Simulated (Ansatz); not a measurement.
```yaml
crystal:
  periodic: [false, false, false]
  atoms:
    - {symbol: O, position_ang: [-1.168434, -1.165260, 2.742993]}
    - {symbol: W, position_ang: [0.103543, -0.198086, -0.023621]}
    - {symbol: O, position_ang: [3.236562, -0.385027, -0.014608]}
    - {symbol: F, position_ang: [-1.221383, -2.186132, -2.574183]}
    - {symbol: Cl, position_ang: [-1.015968, 3.877098, -0.411161]}
basis:
  gaussian: {orbitals: def2-TZVP}
total_charge: 1
magnetization: {spin_polarized: true, initial_magnetization: 1}
hamiltonian: {xc: {name: revPBE0}, pseudopotentials: {relativity: none}}
```

```sh
$ ansatz run in.yaml --threads 4 --pin off --events-out ev --progress --plain --max-ram 10444MiB
```

Output, abridged:

```
Functional definition: revPBE0
1126 factors; their error is unknown
mean field evaluation 1: about -20990.2167 eV, gradient 1.2e2 eV
mean field evaluation 2: about -19358.5047 eV, gradient 3.6e2 eV
mean field evaluation 4: about -20407.9984 eV, gradient 2.7e2 eV
mean field evaluation 8: about -21121.6006 eV, gradient 3.9e0 eV
mean field evaluation 16: about -21133.2665 eV, gradient 1.3e0 eV
mean field evaluation 32: about -21133.3584 eV, gradient 2.9e-5 eV
mean field -21133.35841313 eV, -776.6365969778 hartree, gradient 8.2e-6 eV, S^2 5.639926; 10 other end points of the search recorded, 0 dependent functions left out
reference -21133.35845978 eV, -776.6365986919 hartree; 28, 27 occupied and 142, 143 virtual orbitals, 1126 factors
Total energy: -21133.35845978 eV, -776.6365986919 hartree
```

In this input the coordinates are in bohr but typed as ångström. Self-consistency was reached. The result belongs to that input, not to the molecule as meant.
